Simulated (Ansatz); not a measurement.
Job for Ansatz (a program for electronic structure): R-PBE/def2-TZVPP on BFH2S2 (SMILES FB(S)S), a point of a torsion scan.

Ansatz 0.2 input:
```yaml
crystal:
  periodic: [false, false, false]
  atoms:
    - {symbol: F, position_ang: [-0.89335577, -1.77147173, 0.27166609]}
    - {symbol: B, position_ang: [-0.34666908, -0.62609396, -0.08486131]}
    - {symbol: S, position_ang: [1.42350329, -0.64999580, -0.47202857]}
    - {symbol: S, position_ang: [-1.38151875, 0.84252284, 0.06143076]}
    - {symbol: H, position_ang: [1.46922880, 0.45620571, -1.20850414]}
    - {symbol: H, position_ang: [-0.46897069, 1.75393289, -0.26194870]}
basis:
  gaussian:
    orbitals: def2-TZVPP
hamiltonian:
  xc: {name: PBE}
scf: {lower_state_search: off}
```

It printed:

```
WARN ansatz: RAYON_NUM_THREADS=1 ignored (pool sized by the plan → 1); use --threads N
Functional definition: PBE
these checks for a lower state are left out or cut short: stability, starts, cluster_reference, orbital_swaps, neighbouring_geometries, increment
integrals: 0.09 GiB planned
1011 factors; their error is unknown
mean field: 0.59 GiB planned
mean field evaluation 1: about -25086.0807 eV, gradient 3.6e1 eV
mean field evaluation 2: about -25081.7670 eV, gradient 6.3e1 eV
mean field evaluation 4: about -25088.7587 eV, gradient 1.7e0 eV
mean field evaluation 8: about -25088.7521 eV, gradient 1.4e-1 eV
mean field evaluation 16: about -25088.7522 eV, gradient 1.4e-5 eV
mean field -25088.75215303 eV, -921.9946358567 hartree, gradient 5.7e-6 eV, S^2 0.000000; 0 other end points of the search recorded, 0 dependent functions left out
reference -25088.75218634 eV, -921.9946370810 hartree; 24, 24 occupied and 150, 150 virtual orbitals, 1011 factors
Total energy: -25088.75218634 eV, -921.9946370810 hartree
Checks for a lower state left out: stability, starts, cluster_reference, orbital_swaps, neighbouring_geometries, increment
```

Self-consistency was reached.

Cost: very roughly 1.3 core-seconds.
